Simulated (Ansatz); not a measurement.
Cl2Cu (SMILES [Cl][Cu][Cl]), doublet (typed; the unrestricted solution is spin-contaminated), geometry from GFN2-xTB (such geometries of metal compounds can be far from the true shape); PBE/STO-3G (Ansatz, an electronic-structure program).

Input for Ansatz:
Ansatz 0.2 input:
```yaml
crystal:
  periodic: [false, false, false]
  atoms:
    - {symbol: Cu, position_ang: [0.00000000, 0.00000000, 0.00000000]}
    - {symbol: Cl, position_ang: [-0.00000000, -0.00000000, -2.03485924]}
    - {symbol: Cl, position_ang: [0.00000000, 0.00000000, 2.03485924]}
basis:
  gaussian:
    orbitals: STO-3G
hamiltonian:
  xc: pbe
magnetization: {spin_polarized: true, initial_magnetization: 1}
```

What the program printed (banner, timings and long lists left out):

```
Functional definition: PBE
343 factors; integrals over basis functions are off by at most 5.6e-4 eV
mean field evaluation 1: about -68425.4103 eV, gradient 5.8e1 eV
mean field evaluation 2: about -68633.4634 eV, gradient 8.1e1 eV
mean field evaluation 4: about -68793.4374 eV, gradient 6.7e1 eV
mean field evaluation 8: about -68809.6619 eV, gradient 5.6e1 eV
mean field evaluation 16: about -68882.6798 eV, gradient 1.6e-2 eV
mean field evaluation 32: about -68883.4395 eV, gradient 2.3e-2 eV
mean field evaluation 64: about -68818.4172 eV, gradient 7.0e1 eV
mean field evaluation 96: about -68876.0793 eV, gradient 9.6e-1 eV
mean field evaluation 128: about -68879.4664 eV, gradient 1.7e1 eV
mean field evaluation 160: about -68883.4047 eV, gradient 1.8e-6 eV
mean field evaluation 192: about -68882.4802 eV, gradient 2.9e-5 eV
mean field evaluation 224: about -68883.4306 eV, gradient 2.3e-2 eV
mean field evaluation 256: about -68883.4376 eV, gradient 1.3e-1 eV
mean field evaluation 288: about -68883.4377 eV, gradient 4.4e-2 eV
mean field evaluation 320: about -68883.0442 eV, gradient 4.4e0 eV
mean field evaluation 352: about -68883.1031 eV, gradient 2.6e0 eV
a density is far from that of the atoms, so the factors are made again for it
366 factors; integrals over basis functions are off by at most 2.1e-5 eV
mean field -68883.43900857 eV, -2531.4196926932 hartree, gradient 2.0e-6 eV, S^2 0.947422; 0 other end points of the search recorded, 0 dependent functions left out
reference -68883.43902821 eV, -2531.4196934147 hartree; 32, 31 occupied and 4, 5 virtual orbitals, 366 factors
Total energy: -68883.43902821 eV, -2531.4196934147 hartree
```
